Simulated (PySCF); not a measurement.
SMILES c1(ccccc1)-c1ccc(s1)O (GFN2-xTB optimised geometry):

```
20

O     -1.723    -4.335     0.001
C     -0.926    -3.249     0.000
C      0.435    -3.249     0.000
C      0.973    -1.946     0.000
C      0.041    -0.947    -0.002
C      0.224     0.488     0.000
C     -0.873     1.346    -0.111
C     -0.705     2.716    -0.109
C      0.563     3.263     0.004
C      1.660     2.424     0.116
C      1.497     1.053     0.115
S     -1.569    -1.635    -0.004
H     -2.651    -4.077     0.004
H      1.021    -4.149     0.000
H      2.033    -1.765    -0.005
H     -1.865     0.925    -0.200
H     -1.567     3.361    -0.196
H      0.695     4.335     0.006
H      2.651     2.843     0.207
H      2.362     0.415     0.210
```

Method: PBE/def2-SVP (PySCF).

### Question
What are the frontier orbital energies and the dipole moment?

### Answer
HOMO-2 -6.34 eV, HOMO-1 -6.14 eV, HOMO -4.71 eV, LUMO -1.68 eV, LUMO+1 -0.94 eV; dipole moment 1.08 D.

Meta-Löwdin charges at PBE/def2-SVP: O1 -0.39, C2 0.09, C3 -0.19, C4 -0.13, C5 -0.11, C6 0.01, C7 -0.12, C8 -0.10, C9 -0.12, C10 -0.10, C11 -0.11, S12 0.18, H13 0.33, H14 0.12, H15 0.12, H16 0.10, H17 0.11, H18 0.11, H19 0.11, H20 0.10.
